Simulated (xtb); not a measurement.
Te(NH2)2 (H4N2Te), SMILES N[Te]N. All values are semi-empirical tight-binding results from xtb (GFN2-xTB unless named), good for trends rather than for accurate numbers. Coordinates come from a GFN2-xTB optimisation. The values are those of a single conformer.

```json
{
  "point_group_as_xtb_finds_it": "C2v",
  "orbital_gap": "4.21 eV",
  "zero_point_energy": "30.7 kcal/mol",
  "G − E(el) at 298.15 K (modified RRHO)": "12.9 kcal/mol",
  "static polarisability (D4 model)": "61.0 bohr³",
  "solvation energy, GFN2-xTB/ALPB(water)": "-6.4 kcal/mol",
  "solvation energy, GFN2-xTB/ALPB(chcl3)": "-5.3 kcal/mol"
}
```
